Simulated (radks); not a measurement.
Question: Species: Hg V. Configuration: [Xe] 4f14 5d8 (the NIST ground configuration). Calculated with a radial shooting solver on a logarithmic mesh with Libxc functionals: scalar-relativistic Kohn-Sham, PBEsol, spin-polarised, spherical densities, finite nucleus; open shells are filled with parallel spins first (spin-orbit coupling, left out, can overturn this in heavy ions); Fermi nuclear charge, rms radius 5.4648 fm. Some entries of the table are withheld. Estimate them.

orbital,occ.,eigenvalue (Ry),<1/r> (bohr^-1),<r^2> (bohr^2)
1s up,1,-6112.014,97.49,0.0003811
1s down,1,-6112.014,97.49,0.0003811
2s up,1,-1086.478,22.88,0.005800
2s down,1,-1086.465,22.88,0.005800
2p up,3,-937.8895,20.28,0.004899
2p down,3,-937.8784,20.28,0.004899
3s up,1,-260.6881,8.481,0.03737
3s down,1,-260.6822,8.481,0.03737
3p up,3,-217.7349,7.719,0.03850
3p down,3,-217.7284,7.719,0.03850
3d up,5,-172.4270,7.259,0.03188
3d down,5,-172.4168,7.259,0.03188
4s up,1,-60.22442,3.642,0.1800
4s down,1,-60.21112,3.642,0.1800
4p up,3,-46.13271,3.285,0.2058
4p down,3,-46.11999,3.284,0.2058
4d up,5,-29.38712,2.947,0.2328
4d down,5,-29.37224,2.947,0.2327
5s up,1,-12.43401,(1),0.9035
5s down,1,-12.34960,(2),0.8999
4f up,7,-10.81722,2.535,0.2806
4f down,7,-10.79709,2.537,0.2795
5p up,3,-8.60822,1.293,1.188
5p down,3,-8.50687,1.297,1.184
5d up,5,-4.25976,0.9711,2.046
5d down,3,-4.14779,0.9704,2.060

Answer: 
(1) 5s up <1/r> (bohr^-1): 1.511
(2) 5s down <1/r> (bohr^-1): 1.515
